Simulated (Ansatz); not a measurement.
C14H8S2⁻, that is BTBT with one electron more, relaxed as a doublet with UKS PBE-D4/def2-SVP in Ansatz, starting from the PBE-D4/def2-SVP geometry of the neutral singlet. Force threshold 0.03 eV/Å.

The highest occupied level of the relaxed charge -1 doublet lies above zero (up to 1.62 eV). By energy differences its removal costs 0.30 eV (each at its own geometry, to the charge 0 singlet, at PBE-D4/def2-SVP); self-interaction error and the lack of diffuse functions both raise the level. The relaxation made no stability test and no search for a lower SCF solution.

Start:

Cartesian coordinates in Å:
```
C 0.466 4.330 1.072
C 0.096 4.251 -0.289
C -0.119 3.013 -0.900
C 0.035 1.829 -0.146
C 0.411 1.926 1.232
C 0.626 3.172 1.842
S 0.556 0.350 2.011
C 0.120 -0.452 0.517
C -0.036 -1.829 0.146
C 0.119 -3.013 0.900
C -0.096 -4.251 0.289
C -0.466 -4.330 -1.072
C -0.626 -3.172 -1.843
C -0.411 -1.926 -1.232
S -0.557 -0.350 -2.011
C -0.121 0.452 -0.517
H 0.632 5.314 1.537
H -0.023 5.175 -0.875
H -0.408 2.952 -1.960
H 0.914 3.235 2.902
H 0.407 -2.952 1.960
H 0.024 -5.175 0.874
H -0.631 -5.314 -1.537
H -0.914 -3.236 -2.902
```

| step | energy (eV) | largest force component (eV/Å) | SCF passes |
| --- | --- | --- | --- |
| 1 | -36276.1968 | 1.687 | 27 |
| 2 | -36276.2793 | 0.795 | 25 |
| 3 | -36276.3013 | 0.053 | 28 |
| 4 | -36276.3017 | 0.020 | 18 |

Force components are those of the run's own axes.

End:

```xyz
24

C     0.4686    4.3708    1.0750
C     0.0985    4.2764   -0.2834
C    -0.1195    3.0418   -0.9053
C     0.0325    1.8285   -0.1567
C     0.4122    1.9477    1.2348
C     0.6267    3.1835    1.8428
S     0.5576    0.3564    2.0160
C     0.1196   -0.4718    0.5160
C    -0.0326   -1.8284    0.1567
C     0.1195   -3.0418    0.9053
C    -0.0985   -4.2764    0.2834
C    -0.4683   -4.3708   -1.0751
C    -0.6267   -3.1835   -1.8427
C    -0.4124   -1.9477   -1.2348
S    -0.5578   -0.3564   -2.0160
C    -0.1198    0.4718   -0.5159
H     0.6347    5.3540    1.5418
H    -0.0224    5.2015   -0.8728
H    -0.4075    2.9891   -1.9670
H     0.9150    3.2368    2.9048
H     0.4077   -2.9891    1.9669
H     0.0223   -5.2015    0.8728
H    -0.6342   -5.3540   -1.5420
H    -0.9150   -3.2368   -2.9048
```

By distances, no bond broke or formed. The bond that changes most is C8–C16, from 1.39 to 1.42 Å (atoms count from 1).

No frequencies were taken in this run, so the end may be a saddle point.

Run time 34 s (4 threads of Arm Neoverse V1 on a shared host), peak host memory 0.6 GiB.
